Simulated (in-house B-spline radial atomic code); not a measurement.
Radial electron density of neutral sulfur, [Ne] 3s2 3p3 4f1. Method: scalar-relativistic (X2C) AM05, spin-polarised, spherical fractional occupations, Fermi nucleus of rms radius 3.2611 fm. Calculated with a radial B-spline atomic code at the basis-set limit.

Columns: r (bohr), 4πr²n(r) (electrons per bohr), bar.

```
 0.00393   0.5077 #
 0.00494   0.7666 ##
 0.00622    1.152 ###
 0.00782     1.71 ####
 0.00983    2.507 ######
  0.0124    3.638 #########
  0.0155    5.103 ############
  0.0195    7.053 #################
  0.0246    9.474 #######################
  0.0309    12.16 #############################
  0.0389    14.89 ####################################
  0.0489    17.13 #########################################
  0.0614    18.29 ############################################
  0.0773    17.92 ###########################################
  0.0972     16.1 #######################################
   0.122     13.7 #################################
   0.154    12.13 #############################
   0.193    12.64 ##############################
   0.243    15.01 ####################################
   0.306    17.31 ##########################################
   0.384    17.14 #########################################
   0.483    13.69 #################################
   0.608    8.536 #####################
   0.764    4.496 ###########
   0.961    2.972 #######
    1.21    3.155 ########
    1.52    3.301 ########
    1.91     2.59 ######
     2.4    1.436 ###
    3.02   0.5413 #
     3.8   0.1336 
    4.78  0.02098 
    6.01 0.003827 
    7.55 0.007351 
     9.5  0.02395 
    11.9  0.05401 
      15  0.08564 
    18.9  0.07573 
    23.8  0.02415 
    29.9 0.003468 
    37.6 0.0002221 
    47.2 6.239e-06 
    59.4 6.135e-08
```

On this grid the curve has 4 maxima, near 0.0614, 0.306, 1.52, 15 bohr.

The 3p up radial function P(r) = rR(r), positive near the nucleus:

```json
{"r (bohr)": "0.00494", "P": "0.0009724"}
{"r (bohr)": "0.00782", "P": "0.002333"}
{"r (bohr)": "0.0124", "P": "0.005567"}
{"r (bohr)": "0.0195", "P": "0.01286"}
{"r (bohr)": "0.0309", "P": "0.02926"}
{"r (bohr)": "0.0489", "P": "0.06331"}
{"r (bohr)": "0.0773", "P": "0.1267"}
{"r (bohr)": "0.122", "P": "0.2249"}
{"r (bohr)": "0.193", "P": "0.3318"}
{"r (bohr)": "0.306", "P": "0.3524"}
{"r (bohr)": "0.483", "P": "0.1524"}
{"r (bohr)": "0.764", "P": "-0.2858"}
{"r (bohr)": "1.21", "P": "-0.7066"}
{"r (bohr)": "1.91", "P": "-0.726"}
{"r (bohr)": "3.02", "P": "-0.3663"}
{"r (bohr)": "4.78", "P": "-0.07707"}
{"r (bohr)": "7.55", "P": "-0.004658"}
```
